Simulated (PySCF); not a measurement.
C₃H₆BFO₂, SMILES O1[C@](C)(F)B(O)C1. Atoms are numbered in the order given.

```xyz
13

C     -1.8033    -0.7292    -0.2365
C     -0.5092    -0.1507     0.2590
F     -0.3006    -0.6144     1.5573
O     -0.5199     1.2555     0.2560
C      0.8031     1.4752    -0.2979
B      0.8962    -0.0850    -0.5216
O      1.7611    -0.9099    -1.1148
H     -1.7850    -1.8271    -0.1858
H     -2.6252    -0.3606     0.3964
H     -1.9935    -0.4172    -1.2730
H      0.7651     2.1330    -1.1831
H      1.4881     1.9280     0.4407
H      1.5023    -1.8381    -1.0796
```

Coordinates come from a PBE0-D3(BJ)/def2-SVP optimisation. The structure was generated by enumeration; whether it is a known compound was not checked. One conformer was computed; it need not be the lowest.

Two levels are set side by side: PBE/pcSseg-1 (PySCF) and B3LYP/pcSseg-1 (PySCF). GIAO shifts against BF3 (¹¹B), CFCl3 (¹⁹F), H2O (¹⁷O), TMS (¹H), TMS (¹³C) at the same level; non-relativistic, no solvent, atoms listed together averaged. Differences are taken from unrounded values.

| quantity | B3LYP |
|---|---|
| δ(¹³C) of C1 (ppm) | 23.6 |
| δ(¹³C) of C2 (ppm) | 129.0 |
| δ(¹⁹F) of F3 (ppm) | -142.9 |
| δ(¹⁷O) of O4 (ppm) | 114.7 |
| δ(¹³C) of C5 (ppm) | 73.8 |
| δ(¹¹B) of B6 (ppm) | 38.6 |
| δ(¹⁷O) of O7 (ppm) | 166.2 |
| δ(¹H) of H13 (ppm) | 5.84 |

Question: What does PBE give, and how far is it from B3LYP? (The exact figures need the calculation; the answer reports its results.)

Answer: 
```tsv
quantity	PBE	PBE minus B3LYP
δ(¹³C) of C1 (ppm)	23.3	-0.3
δ(¹³C) of C2 (ppm)	131.1	2.0
δ(¹⁹F) of F3 (ppm)	-151.9	-9.0
δ(¹⁷O) of O4 (ppm)	123.4	8.6
δ(¹³C) of C5 (ppm)	75.4	1.6
δ(¹¹B) of B6 (ppm)	37.3	-1.3
δ(¹⁷O) of O7 (ppm)	176.7	10.5
δ(¹H) of H13 (ppm)	5.98	0.14
```

Rough cost on one machine, each run with all the roots and properties that it gave: B3LYP against PBE within a factor of 2.
